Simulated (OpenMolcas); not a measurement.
# Ni2+: ligand-field states by method

Ni2+ with 4 ligands (sulfide) in tetrahedral coordination (Td) at 2.33 Å. A charge of +1.5 e stands 2.8 Å behind each ligand. Ligand basis ANO-RCC-VDZP.

```
Program             : OpenMolcas
Basis               : ANO-RCC-VTZP [6s5p3d2f1g]
Scalar Hamiltonian  : DKH2, point nucleus
Active space        : 8 electrons in 5 orbitals (3d)
State averaging     : 2S+1 = 3 even, 10 roots; 2S+1 = 1 even, 15 roots
Spin-orbit coupling : RASSI with atomic mean-field integrals over the reference wave functions
```

I. CASSCF
II. SS-CASPT2, IPEA 0.25 Eh, imaginary shift 0.1 Eh (closed shells correlated: 3s 3p and the ligand valence shells)

Spin-free states (labels of Td) in cm-1, each column counted from its own energy of the first state listed:

| State | Degeneracy | I | II |
| --- | --- | --- | --- |
| 3T1 | 3 | 0 | 0 |
| 3T2 | 3 | 937 | 540 |
| 3A2 | 1 | 2089 | 3460 |
| 1T2 | 3 | 15948 | 10130 |
| 1E | 2 | 16453 | 10720 |
| 3T1 | 3 | 19553 | 15260 |
| 1T2 | 3 | 24421 | 18830 |
| 1T1 | 3 | 25122 | 19920 |
| 1E | 2 | 25151 | 19950 |
| 1A1 | 1 | 25372 | 19730 |
| 1A1 | 1 | 59910 | 53630 |

From I to II, I's first state of the same spin (3T2) moves from 937 to 540 cm-1, by about -400 cm-1.

From I to II, I's first state of another spin (1T2) moves from 15948 to 10130 cm-1, by about -5800 cm-1.

I: A least-squares ligand-field fit to the states below 45000 cm-1, each weighted by its degeneracy and with a free common offset, gives 10Dq = -1163 cm-1 (negative for this site), B = 1251 cm-1 and C = 4591 cm-1 (C/B = 3.67), with an rms deviation of 56 cm-1. 

χT at 300 K: I 3.18, II 3.36 cm3 K/mol.

Roots that are degenerate in the reference are averaged as groups; the widest CASPT2 spread within a group is 510 cm-1 (the 3-fold group of multiplicity 1 near 19900 cm-1 above the lowest state of its run, II). Shifts and gaps below about the spread of the groups concerned are not significant. Over all roots computed the reference weight is 0.64 to 0.70 in II; the roots of lowest weight are the least certain, and an intruder state may touch them. An orbital triplet at a regular site is open to Jahn-Teller coupling, which can distort the site and quench the lowest spin-orbit gaps and is left out. The sulfide ions are held by bare point charges, a crude embedding. Ligand-to-metal charge-transfer states are missing. With oxide or sulfide held by bare charges the field of late divalent 3d ions can come out several times too small, and g and χT far too large. With no ligand orbital active B as a rule stays too high, so bands that hang on it stand too high and its fall with covalency is understated. Without dynamic correlation the repulsion within the d shell is too large (B by tens of per cent), so at a given field states of lower spin stand too high (holds for I). With metal d orbitals alone and no dynamic correlation the field as a rule comes out too small, by tens of per cent, by up to half for chloride and softer ligands, and with too little covalency χT stands high (holds for I). A single d shell leaves out the double-shell effect, which counts most for late 3d ions, where the CASPT2 field can be off either way by tens of per cent (holds for II). These CASPT2 states fit no ligand-field parameters well, so their order and spin gaps are uncertain (holds for II). With one d shell and no ligand orbital active, 10Dq can be off by tens of per cent for divalent 3d ions, low with halides held by bare charges and at times high in hosts (holds for II). Free-ion shares, where given, are those of the reference states; single-state CASPT2 does not remix them (holds for II). No measured value stands beside these numbers; the geometry was imposed, not optimised, and the real ion may take another.
